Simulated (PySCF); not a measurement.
**Electron correlation in Nd³⁺ (neodymium, charge +3)**

[Xe] 4f3, one real determinant. All numbers are calculated (PySCF 2.14, the spin-free X2C one-electron Hamiltonian (Gaussian nucleus), in cc-pwCVTZ-X2C (12s11p9d7f4g1h, 186 functions)). Frozen: [Ar] 3d10; 29 electrons correlated.

MP2 pair energies summed by pair of shells (mhartree):

```
 pair   energy  share (%)
4d-4d  -304.75       23.6
4d-4f  -164.07       12.7
4d-5p  -157.73       12.2
4p-4d  -141.24       10.9
5p-5p  -138.47       10.7
4f-5p   -82.32        6.4
5s-5p   -43.49        3.4
4d-5s   -43.23        3.3
4p-4p   -38.67        3.0
4p-4f   -34.07        2.6
4s-4d   -30.92        2.4
4p-5p   -21.79        1.7
4s-4p   -18.83        1.5
4f-5s   -18.79        1.5
4f-4f   -17.32        1.3
4p-5s   -10.99        0.9
4s-4f    -7.77        0.6
5s-5s    -7.52        0.6
4s-5p    -3.88        0.3
4s-4s    -3.51        0.3
4s-5s    -1.65        0.1
```

Total MP2 correlation energy: -1291.0 mhartree.

Same-spin part -447.00 and opposite-spin part -844.03 mhartree; SCS-MP2 scales them by 1/3 and 6/5 to -1161.8 mhartree.

The reference is one real determinant that mixes LS terms of this configuration.
